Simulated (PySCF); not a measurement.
**Unknown compound**

Molecular formula: C₈H₇FO. Simulated spectra:

1H NMR (300 MHz, computed): δ 8.41 (m, 1H), 8.24 (m, 1H), 7.83 (m, 1H), 7.76 (m, 1H), 2.61 (s, 3H).

13C{1H} NMR (computed): δ 166.1 (C), 144.9 (C), 142.2 (CH), 140.4 (CH), 135.8 (CH), 134.2 (CH), 129.8 (C), 23.8 (CH3).

- coordinates at the GFN2-xTB level
- NMR shieldings at PBE0/pcSseg-1/GIAO
- code: PySCF 2.14
- averaged over atoms made equivalent by symmetry, fast rotation or ring inversion, relativity neglected, isolated molecule, a single conformation

Chemical shifts δ = σref − σ; 1H (σ = 31.72 ppm) and 13C (σ = 186.93 ppm) against TMS, all at this level.

Choose the structure that fits.
A. Cc1ccc(C(=O)F)cc1
B. O=C[C@@]12C=C[C@@H](C1)C(F)=C2
C. Cc1cccc(C(=O)F)c1

Answers

C. 

- Rings plus π bonds: 5 (1 ring in the answer).
- 8 carbon signals for 8 carbons: no two carbons are equivalent.
- Carbon types of the structure: 3 × C, 4 × CH, 1 × CH3, which accounts for all hydrogens.
- δC 166.1: carbonyl carbon.
- δC 144.9, 129.8: substituted aromatic carbon.
- δC 142.2, 140.4, 135.8, 134.2: aromatic CH.
- δH 8.41, 8.24, 7.83, 7.76: hydrogen on an aromatic CH.
- δH 2.61: hydrogen on a methyl carbon on an aromatic ring; benzylic-type position, deshielded by the ring.

The others: Cc1ccc(C(=O)F)cc1 would give 6 carbon signals, not 8; O=C[C@@]12C=C[C@@H](C1)C(F)=C2 would give 7 signals for carbon-bound and other non-exchanging H, not 5.

Splittings by 19F in the carbon and heteronuclear signals aren't shown, as no couplings were computed. Shifts are as computed. Against solution values, carbons near 30 ppm lie about +3 ppm off and those near 130 ppm about +5 ppm. Of 1211 compounds with measured shifts, 218 miss one by over three times the rms of a fit or turn the order of signals round; such compounds aren't used in these exercises. Multiplicities follow the n + 1 count of equivalent neighbours, as no J values were calculated; m marks all less simple cases, F and P coupling included.
